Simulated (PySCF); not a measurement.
Electronic absorption of C3H6ClNSi

C₃H₆ClNSi.
SMILES: `N([Si@@H](C=C)Cl)=C`

Level of theory: PySCF, TDDFT PBE0/def2-SVPD, vertical, gas phase, core orbitals frozen in the response. One conformer (not necessarily the lowest) at the GFN2-xTB geometry, without solvent, vibrations or thermal averaging. Torsions of this conformer, `[CH2:1]=[CH:2][Si@@H:3]([Cl:4])[N:5]=[CH2:6]`: C1–C2–Si3–Cl4 -137°, C2–Si3–N5–C6 -117°.

**Question.** Predict the UV-vis stick spectrum at this level.

**Answer.** 

```json
{"state": "S1", "E (eV)": "4.12", "λ (nm)": "301.3", "ν̃ (cm⁻¹)": "33190", "f": "0.0001", "main configurations (H = HOMO, L = LUMO)": "H→L (98%)"}
{"state": "S2", "E (eV)": "5.57", "λ (nm)": "222.4", "ν̃ (cm⁻¹)": "44960", "f": "0.020", "main configurations (H = HOMO, L = LUMO)": "H→L+1 (98%)"}
{"state": "S3", "E (eV)": "6.07", "λ (nm)": "204.1", "ν̃ (cm⁻¹)": "48990", "f": "0.0021", "main configurations (H = HOMO, L = LUMO)": "H-1→L (98%)"}
{"state": "S4", "E (eV)": "6.49", "λ (nm)": "190.9", "ν̃ (cm⁻¹)": "52380", "f": "0.0029", "main configurations (H = HOMO, L = LUMO)": "H-2→L+1 (87%)"}
{"state": "S5", "E (eV)": "6.54", "λ (nm)": "189.7", "ν̃ (cm⁻¹)": "52710", "f": "0.082", "main configurations (H = HOMO, L = LUMO)": "H-2→L (91%)"}
{"state": "S6", "E (eV)": "6.88", "λ (nm)": "180.2", "ν̃ (cm⁻¹)": "55500", "f": "0.016", "main configurations (H = HOMO, L = LUMO)": "H→L+2 (86%)"}
{"state": "S7", "E (eV)": "7.09", "λ (nm)": "174.8", "ν̃ (cm⁻¹)": "57200", "f": "0.032", "main configurations (H = HOMO, L = LUMO)": "H→L+3 (79%), H→L+2 (9%)"}
{"state": "S8", "E (eV)": "7.20", "λ (nm)": "172.3", "ν̃ (cm⁻¹)": "58040", "f": "0.183", "main configurations (H = HOMO, L = LUMO)": "H-3→L (47%), H-1→L+1 (42%)"}
```

Triplets (Tamm–Dancoff): T1 3.48 eV, H→L (97%); T2 4.25 eV, H-1→L+1 (85%); T3 5.04 eV, H-5→L (36%), H-2→L (27%), H-4→L (26%).

The lowest singlet comes at 301 nm (397 kJ/mol) in the ultraviolet; it is dark (f under 0.0005); its leading configuration is HOMO→LUMO (98%). The most intense listed level is S8 at 7.20 eV (172 nm, f = 0.183), 3.08 eV above S1. It is the last of those listed, so stronger ones may follow. Löwdin shares by element: HOMO nitrogen 55%, carbon 16% or more, chlorine 7%, hydrogen 6% or more (atoms not listed hold the other 16%); LUMO carbon 42% or more, nitrogen 33%, hydrogen 13% or more. The listed states span 3.08 eV, and the widest gap between neighbours is 1.46 eV (S1 to S2). The oscillator strengths of these states sum to 0.338; summed over the whole spectrum of an exact calculation they would give the number of electrons, 62 (Thomas–Reiche–Kuhn). Weighted by f, the mean energy of these states is 6.90 eV. Singlets were solved by full linear response, triplets in the Tamm–Dancoff approximation.
